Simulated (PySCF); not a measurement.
Computed shifts of a molecule C₂H₆BBrO, PBE/pcSseg-1 run with PySCF, GIAO, gas phase, atoms alike by connectivity averaged where their shifts nearly agree, in ppm (number of nuclei): ¹³C: 20.3 (1), 14.6 (1). ¹H: 6.07 (1), 1.56 (1), 1.41 (3), 1.29 (1). References: ¹¹B against BF3 (σ = 83.9 ppm); ¹³C against TMS (σ = 182.0 ppm); ¹H against TMS (σ = 31.49 ppm); ¹⁷O against H2O (σ = 334.3 ppm), references at their B3LYP-D3(BJ)/def2-TZVP geometries, non-relativistic (without spin–orbit terms, shifts of atoms bonded to Cl or Br come out too high). Geometry optimised at B3LYP-D3(BJ)/def2-SVP. One conformer was computed; it need not be the lowest.

Task: Which structure fits?
(A) CCB(O)Br
(B) COB(C)Br
(C) CCOBBr

Result: A, CCB(O)Br
